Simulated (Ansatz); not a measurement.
Process, species as SMILES: F[SiH] (F-SiH) (closed-shell singlet) → F atom + H atom + Si atom
B3LYP-D3(BJ)/def2-TZVP geometries, fixed; electronic energies without zero-point terms.

Core correlation in the atomisation energy at CCSD(T) with Ansatz (a first-principles code), in kcal/mol: frozen core against 1s of Al to Cl frozen alone. Core-valence sets carry the plain set on hydrogen. A restricted Hartree-Fock determinant is unstable towards unrestricted orbitals. Open shells are unrestricted. Costs are rough ratios of core time on shared machines of one kind.

```
basis        functions, most  frozen core  1s of Al to Cl frozen alone  core term (second minus first)  cost over frozen core
-----------  ---------------  -----------  ---------------------------  ------------------------------  ---------------------
cc-pV(D+d)Z               42       193.58                       194.36                            0.78                      -
cc-pCVDZ                  50       190.24                       190.62                            0.38                      -
cc-pV(T+d)Z               83       211.83                       214.01                            2.18                      -
cc-pwCVTZ                116       212.81                       212.97                            0.16                      -
cc-pCVTZ                 116       211.74                       211.89                            0.14                      -
cc-pV(Q+d)Z              149       217.50                       219.19                            1.69                     2×
cc-pCVQZ                 223       217.59                       217.81                            0.22                      -
cc-pwCVQZ                223       217.71                       217.97                            0.26                      -
```

The largest core-valence set, cc-pwCVQZ, gives a core term of 0.26 kcal/mol; the valence set cc-pV(Q+d)Z, which lacks functions for the core, gives 1.69.
